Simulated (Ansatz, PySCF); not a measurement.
CTe2, SMILES [Te]=C=[Te].

Coordinates come from a B3LYP-D3(BJ)/def2-TZVP optimisation. The def2 effective core potentials stand for the cores of Te; spin–orbit coupling is left out.

Vertical ionisation energy (IE) and electron affinity (EA) in eV. Rows of orbital energies are one-electron estimates. Where ΔSCF, EOM or ADC give a negative EA the extra electron is unbound and the value depends on the basis.

| level | IE | EA |
|---|---|---|
| −ε(HOMO), −ε(LUMO), B3LYP/def2-TZVPD (PySCF) | 6.33 | 2.78 |
| −ε(HOMO), −ε(LUMO), PBE/def2-TZVPD (PySCF) | 5.69 | 3.24 |
| ΔSCF, CAM-B3LYP/def2-SVPD (Ansatz), final states of multiplicity 2 and 2 | 8.31 | 1.26 |
| ΔSCF, PBE/def2-SVPD (Ansatz), final states of multiplicity 2 and 2 | 8.32 | 0.84 |

Q: What vertical singlet–triplet gap does ΔSCF give with CAM-B3LYP/def2-SVPD (Ansatz, a quantum-chemistry and plane-wave program) and with PBE/def2-SVPD (Ansatz)? (The exact figures need the calculation; the answer reports its results.)

A: 1.80 and 2.08 eV (triplet above singlet where positive).
